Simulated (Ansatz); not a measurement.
`[OH][Ge]([SiH3])([SiH3])[SiH3]`, 15 atoms. Charge 0, multiplicity 1. Correlated methods include outer-core shells of Ge, which these sets cover unevenly. Scalar relativity is left out up to krypton. All runs use 4 threads of an Arm Neoverse V1 on a shared host. Correlated methods freeze the cores.

(1) How many basis functions does each run have, and how long does it take in Ansatz? RKS SPW92 (LDA)/def2-TZVPP energy; RKS PBE0-D4/def2-TZVP frequencies; RKS PBE0-D4/def2-QZVPP energy; RKS ωB97M-V/def2-SVP energy; RHF-MP2/def2-TZVPP energy; RKS PBE0-D4/def2-TZVP relaxation (9 steps); RKS B97M-V/def2-TZVPP energy; RKS PBE0-D4/def2-SVP energy; RKS B2PLYP (frozen core)/def2-TZVPP energy; RHF-MP2/def2-QZVPP energy; RKS PBE0-D4/def2-TZVPP energy; RKS ωB97M-V/def2-QZVPP energy. (An estimate is asked.)

## Answers

(1) The calculation gave: Other jobs shared the machine, so times are rough.

| level | job | functions | wall time | peak host memory (GiB) |
| --- | --- | --- | --- | --- |
| RKS PBE0-D4/def2-SVP | energy | 150 | 2.7 s | 0.59 |
| RKS SPW92 (LDA)/def2-TZVPP | energy | 345 | 2.8 s | 0.65 |
| RKS PBE0-D4/def2-TZVPP | energy | 345 | 9 s | 1.5 |
| RHF-MP2/def2-TZVPP | energy | 345 | 10 s | 1.2 |
| RKS ωB97M-V/def2-SVP | energy | 150 | 11 s | 0.67 |
| RKS B2PLYP (frozen core)/def2-TZVPP | energy | 345 | 15 s | 1.2 |
| RKS B97M-V/def2-TZVPP | energy | 345 | 20 s | 0.79 |
| RKS PBE0-D4/def2-QZVPP | energy | 656 | 28 s | 3.8 |
| RKS ωB97M-V/def2-QZVPP | energy | 656 | 56 s | 4.5 |
| RHF-MP2/def2-QZVPP | energy | 656 | 65 s | 6.1 |
| RKS PBE0-D4/def2-TZVP | relaxation (9 steps) | 250 | 74 s | 1 |
| RKS PBE0-D4/def2-TZVP | frequencies | 250 | 7.5 min | 1 |
